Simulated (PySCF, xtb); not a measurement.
Al(Cl)(H)(OSiH3) (AlClH₄OSi), SMILES [SiH3][O][AlH][Cl]. One conformer was computed; it need not be the lowest.

Harmonic wavenumbers (cm⁻¹) from GFN2-xTB run with xtb 6.7.1 at its own minimum, in rising order: 10, 78, 157, 201, 459, 462, 572, 610, 615, 660, 766, 767, 809, 1027, 1951, 2251, 2252, 2267.

Problem. What does B3LYP-D3(BJ)/def2-SVP in PySCF give at its own minimum? (An estimate is asked for; the answer gives what the named calculation found.)

Solution. 10, 42, 104, 221, 481, 484, 591, 706, 737, 743, 960, 961, 1004, 1129, 2020, 2221, 2223, 2227. Paired by order, the mean absolute difference is 74 cm⁻¹ and the zero-point energies are 22.8 and 24.1 kcal/mol.
